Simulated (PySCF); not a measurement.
From one molecule to another.

First species: Ethyl propyl ether, C5H12O.
SMILES: `CCCOCC`

Second species: C2H14GeN2Si2.
Numbering: `[CH3:1][N:2]([CH3:3])[GeH2:4][N:5]([SiH3:6])[SiH3:7]` (hydrogens: H8, H9, H10 on C1; H11, H12, H13 on C3; H14, H15 on Ge4; H16, H17, H18 on Si6; H19, H20, H21 on Si7)

Levels: CAM-B3LYP/def2-SVPD for dipole moment, HOMO energy, LUMO energy, HOMO–LUMO gap, static isotropic polarisability and electronic spatial extent ⟨r²⟩ about the centre of nuclear charge; TDDFT CAM-B3LYP/def2-SVPD for lowest singlet excitation; TDA CAM-B3LYP/def2-SVPD for lowest triplet excitation (Tamm–Dancoff); ΔSCF CAM-B3LYP/def2-SVPD for vertical ionisation energy; PBE0-D3(BJ)/def2-SVP for rotational constant A and rotational constant C. Geometries: PBE0-D3(BJ)/def2-SVP. Each species is one conformer at its optimised geometry, gas phase, non-relativistic unless stated; the electronic structure was computed with PySCF and density fitting.

Dipoles, sizes and rotational constants follow the conformer. The torsions of the flexible species, by atom-mapped SMILES:
- `[CH3:1][CH2:2][CH2:3][O:4][CH2:5][CH3:6]`: C1–C2–C3–O4 180°, C2–C3–O4–C5 180°, C3–O4–C5–C6 -179°
- `[CH3:1][N:2]([CH3:3])[GeH2:4][N:5]([SiH3:6])[SiH3:7]`: C1–N2–Ge4–N5 74°, N2–Ge4–N5–Si6 87°

Task: Which of the two has the higher LUMO energy, and by how much?

Result: The first: 1.43 eV against 0.84 eV, a difference of 0.59 eV.

Task: Which of the two has the higher S1 energy, and by how much?

Result: The first: 7.17 eV against 5.75 eV, a difference of 1.42 eV.

Task: Which has the higher rotational constant A?

Result: The first: 15.855 GHz against 1.543 GHz, a difference of 14.312 GHz.

Task: Which of the two has the higher HOMO energy, and by how much?

Result: The second: -7.69 eV against -8.82 eV, a difference of 1.13 eV.

Task: Which has the higher vertical ionisation energy?

Result: The first: 9.67 eV against 8.19 eV, a difference of 1.48 eV.

Task: Which of the two has the higher dipole moment, and by how much?

Result: The first: 1.04 D against 0.84 D, a difference of 0.20 D.

Task: Which of the two has the higher ⟨r²⟩, and by how much?

Result: The second: 1814 bohr² against 1018 bohr², a difference of 796 bohr².

Task: Which has the higher static isotropic polarisability?

Result: The second: 122.5 au against 69.7 au, a difference of 52.8 au.

On the first: The 10 singlets span 7.17 to 9.39 eV, and their oscillator strengths add up to 0.16. The principal polarisabilities are 61.2, 64.9 and 83.1 au; their mean is the isotropic value.

On the second: In wavenumbers S1 is 46300 cm⁻¹ (1 eV = 8065.54 cm⁻¹). The ΔSCF ionisation energy exceeds −ε(HOMO) by 0.50 eV with CAM-B3LYP. The calculation is non-relativistic and has no spin–orbit coupling, an omission that weighs most on germanium.
